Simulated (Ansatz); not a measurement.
```xyz
5

C     0.0000    0.0000   -1.2089
Cl    0.0000    0.0000    0.7085
H     0.0000   -1.1195   -1.5969
H    -0.9696    0.5598   -1.5969
H     0.9696    0.5598   -1.5969
```

Basis set: def2-TZVP (spherical functions). Frozen core: 6 orbitals. Charge 0, multiplicity 1.

Computed with Ansatz (development build ahead of 0.2.0); each method stands on the lowest determinant of its kind that the runs found. Restricted open shells among the atoms or ions are ROHF, correlated in semicanonical orbitals with singles.

The atomization energy at this shape (free ground-state atoms in the same class of orbitals less the molecule, no zero-point energy) of singlet CH3Cl:

| method | atomization energy |
| --- | --- |
| RHF | 1192.9 kJ/mol |

(1) What does RHF-MP2 give?

Answers

(1) 1541.3 kJ/mol. Caution: the shape is not the minimum.
